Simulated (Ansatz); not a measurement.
Species: GeSe, net charge 0, singlet state. 
Structure (B3LYP-D3(BJ)/def2-TZVP (Ansatz, an electronic-structure program) minimum search):
```
Ge
Se 1 2.1569
```
Charge 0, spin multiplicity 1.

Basis-set convergence of Hartree-Fock and CCSD correlation energies (hartree) with Ansatz. Valence correlation only, unless marked. No spin-orbit coupling. The frozen core is the preceding noble-gas configuration, with the filled d and f shells of earlier blocks. Non-relativistic.

The T1 diagnostic of CCSD in the largest basis is 0.025, which is high, so the coupled-cluster rows are less sure than usual.

| basis | functions | E(HF) | E(corr, CCSD) |
|---|---|---|---|
| aug-cc-pVDZ | 72 | -4475.19303 | -0.21052 |
| aug-cc-pVTZ | 118 | -4475.33538 | -0.25421 |
| aug-cc-pVQZ | 186 | -4475.34072 | -0.26864 |

Extrapolating the two largest sets (X = 3 and 4) as X^-3: E(corr) = (64·(-0.26864) - 27·(-0.25421))/37 = -0.2792 Eh, an estimate of the basis-set limit. The largest set recovers 96.2 % of it, the smallest 75.4 %.
